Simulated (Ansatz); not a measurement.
`C[SiH](C)CCl` + `CB(C)[SiH2]F` → `C[SiH](C)[SiH2]F` + `CB(C)CCl`  (redistribution)

Program: Ansatz. Geometries: PBE0-D4/def2-TZVP. ΔE: electronic, gas phase. CCSD(T)/CBS is the MP2 limit (def2-TZVPP, def2-QZVPP) plus CCSD(T) − MP2 in def2-TZVPP, frozen cores. Functionals use def2-TZVPP. B3LYP here is the variant with VWN-RPA as its local correlation; programs differ in this. One conformer a species, not always the lowest.

```csv
level,ΔE (kcal/mol)
PBE-D4,-5.9
r2SCAN-D4,-5.4
B3LYP-D4,-5.0
ωB97M-V,-4.3
r2SCAN,-5.4
CCSD(T)/def2-TZVPP,-5.3
MP2/def2-QZVPP,-4.9
HF/CBS(def2),-4.6
```

(1) What does CCSD(T)/CBS give? (An estimate is asked.)

Largest T1 diagnostic among the species: 0.011.

Results:

(1) Computed: -4.9 kcal/mol. The listed levels differ from it by -1.0, -0.5, -0.1, 0.6, -0.5, -0.4, 0.0, 0.3 kcal/mol.
